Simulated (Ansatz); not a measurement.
Consider the formal hydrolysis of a B–B bond: `FBBF` + H₂O → `OBF` + `BF`.

Program: Ansatz. Geometries: PBE0-D4/def2-TZVP. ΔE: electronic, gas phase. CBS: MP2 limit from def2 TZ/QZ plus the TZ coupled-cluster correction, frozen cores. This one scheme is used for every species. DFT in def2-TZVPP. One conformer a species, not always the lowest.

```
             level  ΔE (kcal/mol)  difference from CCSD(T)/CBS
       LDA (SPW92)          -46.4                         -1.5
            PBE-D4          -43.8                          1.1
        r2SCANh-D4          -46.8                         -1.9
          BHLYP-D4          -47.3                         -2.4
      CAM-B3LYP-D4          -47.0                         -2.1
           ωB97M-V          -46.6                         -1.7
            B2PLYP          -47.0                         -2.1
               PBE          -44.0                          0.9
              BLYP          -45.7                         -0.8
            r2SCAN          -46.8                         -1.9
           LC-ωPBE          -44.7                          0.2
RPA@PBE/def2-TZVPP          -45.0                         -0.1
     CCSD/def2-SVP          -51.5                         -6.6
CCSD(T)/def2-TZVPP          -46.1                         -1.2
      HF/CBS(def2)          -48.5                         -3.6
    CCSD/CBS(def2)          -44.9                          0.0
       CCSD(T)/CBS          -44.9                            0
```

Largest T1 diagnostic among the species: 0.014.

Leaving LDA and LC-ωPBE aside and taking each functional with its dispersion term where it has one, the values, not all of them listed here, spread over 4.2 kcal/mol, from BHLYP-D4 to revPBE-D4. LDA lies −2.4 kcal/mol from PBE without D4. From PBE to PBE0 (25 % exact exchange), in def2-TZVPP and without D4, ΔE moves by −0.8 kcal/mol. In def2-TZVPP, CCSD(T) changes the Hartree–Fock value by +2.5 kcal/mol (the triples alone add −0.0 kcal/mol) and MP2 by +1.1 kcal/mol.
